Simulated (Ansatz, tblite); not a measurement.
Bond stretch in SiC, triplet. Each curve is given relative to its own lowest point near equilibrium.

```tsv
R / Å	A	B	C
1.27	7.690	16.180	7.342
1.37	4.007	7.304	3.783
1.46	2.002	3.136	1.860
1.56	0.743	0.912	0.665
1.58	0.581	0.664	0.513
1.68	0.096	0.041	0.068
1.71	0.034	0.000	0.016
1.78	0.000	0.065	0.000
1.81	0.023	0.135	0.030
1.87	0.121	0.276	0.138
1.95	0.328	0.478	0.357
2.10	0.846	0.973	0.746
```

Energies in eV.

Question: Match the curves with the methods GFN2-xTB, 300 K electronic temperature in tblite; CCSDT(Q) on UHF/cc-pVDZ, frozen core (Ansatz, a first-principles code); Ansatz with unrestricted BLYP/cc-pVDZ.

Answer: A is UCCSDT(Q); B is GFN2-xTB; C is UKS-BLYP.

The scan ran from 1.27 to 6.94 Å; beyond the distances shown full CI changes its symmetry label. The unrestricted determinant behind UCCSDT(Q) is spin-contaminated at 1.46 to 2.10 Å (<S²> up to 2.9, against 2.00 for a pure triplet).
